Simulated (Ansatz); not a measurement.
`FB(Cl)Cl` + `N#C[Si](Cl)(Cl)Cl` → boron trichloride + `N#C[Si](F)(Cl)Cl` at 400 K and 1 bar (redistribution).

Isolated molecules relaxed with PBE0-D4/def2-TZVP in Ansatz; ΔE leaves out vibrations. CBS: MP2 limit from def2 TZ/QZ plus the TZ coupled-cluster correction, frozen cores. This one scheme is used for every species.

| species | CCSD(T)/CBS energy (Eh) | H − E (kJ/mol) | S (J/(mol·K)) |
| --- | --- | --- | --- |
| `FB(Cl)Cl` | -1044.28221 | 43.9 | 305.5 |
| `N#C[Si](Cl)(Cl)Cl` | -1761.31365 | 70.2 | 390.3 |
| `ClB(Cl)Cl` | -1404.24732 | 41.0 | 308.8 |
| `N#C[Si](F)(Cl)Cl` | -1401.34551 | 72.2 | 386.7 |

H − E and S are ideal-gas, rigid-rotor, harmonic terms from PBE0-D4/def2-TZVP. 1 Eh = 2625.50 kJ/mol, R = 8.31446 J/(mol·K).

Question: By hand: ΔE, ΔH, ΔS and ΔG.

Answer: ΔE = (-1404.24732) + (-1401.34551) − (-1044.28221) − (-1761.31365) = 0.00303 Eh = 8.0 kJ/mol. Δ(H − E) = 41.0 + 72.2 − 43.9 − 70.2 = -0.9, so ΔH = 7.1 kJ/mol. ΔS = 308.8 + 386.7 − 305.5 − 390.3 = -0.3 J/(mol·K). ΔG = 7.1 − 400 × (-0.3)/1000 = 7.2 kJ/mol.

Question: By hand: the equilibrium constant, and the temperature at which ΔG would vanish if ΔH and ΔS stayed fixed.

Answer: log₁₀ K = −ΔG/(RT ln 10) = -0.9. ΔH and −TΔS have one sign here, so there is no such temperature.

The number of gas molecules stays the same, so ΔS is small and ΔH decides. A doubt of 5 kJ/mol in ΔE shifts log₁₀ K by 0.7 here. These are equilibria of isolated gas molecules and say nothing of rates. Largest T1 diagnostic: 0.012 (customary marks: 0.02 for closed shells, 0.045 for open ones).

ΔS is within the doubt of such terms, so its sign, and with it that verdict, could turn.
